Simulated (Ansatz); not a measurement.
Species: C2H6Cl3NSi, charge 0, multiplicity 1. SMILES: Cl[Si](Cl)(N(C)C)Cl
Geometry from a B3LYP-D3(BJ)/def2-TZVP (Ansatz, an electronic-structure program) optimisation:
```xyz
13

C     -2.4456    -0.6024    -0.4403
N     -1.3750     0.3845    -0.3674
C     -1.8641     1.7425    -0.1626
Si     0.2140    -0.0531     0.0004
Cl     0.5426    -0.3724     2.0088
Cl     1.5007     1.4280    -0.5804
Cl     0.7023    -1.7917    -0.9617
H     -3.1244    -0.3498    -1.2599
H     -3.0271    -0.6339     0.4884
H     -2.0442    -1.5955    -0.6292
H     -2.5370     2.0189    -0.9794
H     -2.4153     1.8333     0.7806
H     -1.0403     2.4527    -0.1498
```

Atomisation energy built up term by term with Ansatz (kcal/mol; UHF references for open shells; valence terms freeze the core; atomic spin-orbit terms are left out). CBS marks a two-point X^-3 extrapolation of the correlation energy; Hartree-Fock from the larger set.

```csv
term,basis,kcal/mol
Hartree-Fock,cc-pV(Q+d)Z,836.47
CCSD correlation,"CBS(cc-pV(T+d)Z,cc-pV(Q+d)Z)",289.51
(T),"CBS(cc-pV(T+d)Z,cc-pV(Q+d)Z)",21.87
core correlation,cc-pwCVTZ,3.40
scalar relativity (X2C),cc-pVTZ-DK against cc-pVTZ,-2.14
sum: De,,1149.1
```

(T) makes 1.9 % of the CCSD(T) atomisation energy; under 5 % is typical of single-reference molecules.
